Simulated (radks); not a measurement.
Species: Ir3+. Configuration: [Xe] 4f14 5d6.

All-electron calculation, Dirac Kohn-Sham, PW91, spin-unpolarised, spherical densities, finite nucleus; open shells are shared between the two j in proportion to 2j + 1; Fermi nuclear charge, rms radius 5.4032 fm. Program: a radial shooting solver on a logarithmic mesh with Libxc functionals.

Energy parts (eV):
part                       energy
total                  -485836.20
kinetic                 553325.73
electron-nucleus      -1216683.30
Hartree                 187036.47
exchange-correlation     -9515.10

Orbitals (lengths in bohr, moments of r in powers of bohr):
orbital  occ.  eigenvalue (eV)       <r^4>  small-component weight
1s1/2       2        -76021.26   4.814e-07                8.50e-02
2s1/2       2        -13315.98  0.00007086                1.94e-02
2p1/2       2        -12761.26  0.00004231                1.95e-02
2p3/2       4        -11133.33  0.00006392                1.74e-02
3s1/2       2        -3138.629    0.002592                6.44e-03
3p1/2       2        -2889.162    0.002270                6.39e-03
3p3/2       4        -2532.726    0.003078                5.79e-03
3d3/2       4        -2114.590    0.002061                5.68e-03
3d5/2       6        -2037.557    0.002259                5.52e-03
4s1/2       2        -694.4846     0.05937                2.16e-03
4p1/2       2        -589.0598     0.06394                2.07e-03
4p3/2       4        -504.7330     0.08634                1.84e-03
4d3/2       4        -331.5485      0.1063                1.64e-03
4d5/2       6        -315.8940      0.1166                1.58e-03
4f5/2       6         -95.6308      0.2542                1.20e-03
4f7/2       8         -92.5076      0.2703                1.17e-03
5s1/2       2        -129.3489       1.664                5.22e-04
5p1/2       2         -96.0909       2.408                4.43e-04
5p3/2       4         -82.3182       3.404                3.78e-04
5d3/2     2.4         -37.8188       12.02                2.17e-04
5d5/2     3.6         -36.3653       13.50                2.05e-04
6s1/2       0         -31.4963       59.72                9.62e-05
6p1/2       0         -24.1044       107.5                7.21e-05
6p3/2       0         -22.2583       139.9                6.40e-05

The highest occupied level is 5d5/2 at -36.365 eV. For comparison, the ionisation energy in NIST's Atomic Spectra Database is 40 eV (theoretical). In exact Kohn-Sham theory the highest level is minus the ionisation energy, but local and semilocal functionals leave it too shallow, through self-interaction and a potential that decays too fast; potentials with the right tail come closer.

Beside tabulated values, note that spin-unpolarised runs miss the spin-polarisation part of the exchange energy of open shells.
